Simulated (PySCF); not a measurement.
Trend along the halogens: MSb anions

PBE0 with triple-zeta basis sets in PySCF, for the lowest determinant that a PBE0 search found; no spin–orbit coupling. De refers to high-spin ground-configuration atoms (the charge goes to the atom of lower measured ionisation energy or higher electron affinity, which is not always the lowest computed limit). A positive dipole points towards Sb; it is taken about the centre of mass and depends on that origin.

```json
{"M": "F", "basis": "def2-TZVPPD", "charged atom": "F−", "state (unpaired electrons)": "doublet (π ↑)", "Re (Å)": "2.013", "ωe (cm⁻¹)": "486", "De (eV)": "1.86", "μ (D)": "1.32"}
{"M": "Cl", "basis": "def2-TZVPPD", "charged atom": "Cl−", "state (unpaired electrons)": "doublet (π ↑)", "Re (Å)": "2.476", "ωe (cm⁻¹)": "285", "De (eV)": "0.89", "μ (D)": "1.60"}
{"M": "Br", "basis": "def2-TZVPPD", "charged atom": "Br−", "state (unpaired electrons)": "doublet (π ↑)", "Re (Å)": "2.633", "ωe (cm⁻¹)": "200", "De (eV)": "0.72", "μ (D)": "-0.13"}
```

The shortest bond is that of SbF⁻ (2.013 Å), the longest that of SbBr⁻ (2.633 Å). SbF⁻ is bound most strongly (1.86 eV) and SbBr⁻ least (0.72 eV).

Down a group the atoms grow and get heavier, so bonds lengthen and wavenumbers fall; this series shows no clear exception.

These are scalar-relativistic numbers at best; spin–orbit coupling would shift them, the dissociation energy most. For an ion De counts to the pair picked by the measured ionisation energies or electron affinities, which need not be the lowest pair at this level. The highest Kohn–Sham level is positive in some of these anions. Much of that is self-interaction error, but it also means that the finite basis helps to hold the extra electron. States were picked by a PBE0 search and need not be the measured ground states.
